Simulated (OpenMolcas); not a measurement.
# d3 ions of charge +5 down a group on the Ge site of Cs2GeF6

```json
{
  "Program": "OpenMolcas",
  "Method": "SS-CASPT2, IPEA 0.25 Eh, imaginary shift 0.1 Eh",
  "Spin-orbit coupling": "state interaction with AMFI integrals over the reference wave functions"
}
```

The d shell is active; CASPT2 correlates the ligand valence shells and the outer metal core. Each dopant is a cluster with its nearest anions in model potentials and point charges, with no relaxation and no local charge compensation. Distances were set from a Shannon-type radius of the metal (high-spin where two are listed) plus a fixed donor radius (F 1.31 Å), in hosts weighted 0.65 to 0.35 with the host's distance in the model lattice. Ligand basis ANO-RCC-VDZP, DKH2 Hamiltonian. States (labels of O, the rotations of Oh). Energies in cm-1 above the lowest state or level, χT in cm3 K/mol. Spin-only χT is S(S+1) / 2 for the spin of the ground state.

| Ion | Shell | R (Å) | Metal basis | Ground state | First state of that spin | First gap with spin-orbit (degeneracies) | χT at 300 K | First state of another spin | Spin-only χT |
| --- | --- | --- | --- | --- | --- | --- | --- | --- | --- |
| Ru5+ | 4d3 | 1.85 | ANO-RCC-VTZP | 4A2 | 4T2 38870 | 8510 (4, 4) | 1.782 | 2T1 8630 | 1.875 |
| Os5+ | 5d3 | 1.857 | ANO-RCC-VTZP | 4A2 | 4T2 44250 | 8410 (4, 4) | 1.341 | 2T1 9040 | 1.875 |

χT departs most from the spin-only value for Os5+, by -0.534 cm3 K/mol.

Roots that are degenerate in the reference are averaged as groups; the widest CASPT2 spread within a group is 520 cm-1 (the 3-fold group of multiplicity 2 near 58600 cm-1 above the lowest state of its run, Os5+). Shifts and gaps below about the spread of the groups concerned are not significant. Over all roots computed the reference weight is 0.65 to 0.67 in Ru5+, 0.68 to 0.70 in Os5+; a low but even weight reflects the number of correlated electrons. Ligand-to-metal charge-transfer states are missing. With no ligand orbital active B as a rule stays too high, so bands that hang on it stand too high and its fall with covalency is understated. With one d shell and no ligand orbital active, 10Dq can be off by a tenth or more. The least metal-like active orbital is 68 % on the metal (Löwdin) and no ligand orbital is active, so the numbers are rough (holds for Ru5+). The least metal-like active orbital is 69 % on the metal (Löwdin) and no ligand orbital is active, so the numbers are rough (holds for Os5+). No measured value stands beside these numbers; the geometry was set by hand and not optimised.
